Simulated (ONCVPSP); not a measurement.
**u(r) = r·R(r): atom against pseudo-atom (iron (Fe))**

Columns: radius, all-electron u(r) and pseudo u(r) of the 3s shell (level -102.54 eV) of iron in the configuration [Ne] 3s2 3p6 3d6 4s1; PBE, scalar-relativistic, ONCV scheme, ONCVPSP 4.0.1.

| r (bohr) | all-electron | pseudo |
| --- | --- | --- |
| 0.072 | 0.0465 | 0.0806 |
| 0.145 | -0.5789 | 0.1806 |
| 0.217 | -0.6027 | 0.3087 |
| 0.290 | -0.2402 | 0.4697 |
| 0.362 | 0.2230 | 0.6487 |
| 0.435 | 0.6421 | 0.8319 |
| 0.507 | 0.9470 | 0.9928 |
| 0.580 | 1.1380 | 1.1168 |
| 0.652 | 1.2257 | 1.1887 |
| 0.725 | 1.2375 | 1.2080 |
| 0.798 | 1.1953 | 1.1790 |
| 0.870 | 1.1201 | 1.1137 |
| 0.942 | 1.0265 | 1.0249 |
| 1.015 | 0.9235 | 0.9232 |
| 1.088 | 0.8198 | 0.8196 |
| 1.160 | 0.7214 | 0.7212 |
| 1.232 | 0.6296 | 0.6295 |
| 1.305 | 0.5447 | 0.5446 |
| 1.378 | 0.4685 | 0.4684 |
| 1.450 | 0.4020 | 0.4019 |
| 1.522 | 0.3436 | 0.3435 |
| 1.595 | 0.2920 | 0.2919 |
| 1.668 | 0.2475 | 0.2474 |
| 1.740 | 0.2097 | 0.2096 |
| 1.812 | 0.1773 | 0.1772 |
| 1.885 | 0.1492 | 0.1492 |

Question: How many radial nodes do the two functions have?

Answer: The all-electron 3s function has n − l − 1 = 2; the pseudo-wave has 0, since the states of the same l below it are removed with the core.

Question: At about which radius was the pseudo-wave matched?

Answer: 1.10 bohr. The columns agree to 0.0005 from 1.01 bohr on; several derivatives are matched, so the curves merge somewhat inside the radius.

Question: Where does each function peak?

Answer: Outermost all-electron maximum near 0.72 bohr, pseudo maximum near 0.72 bohr (to the table’s step).

Question: Is the pseudo-wave norm-conserving?

Answer: Yes: the ONCV scheme keeps the norm inside the radius equal to the all-electron one, which fixes the energy derivative of the logarithmic derivative at the level.
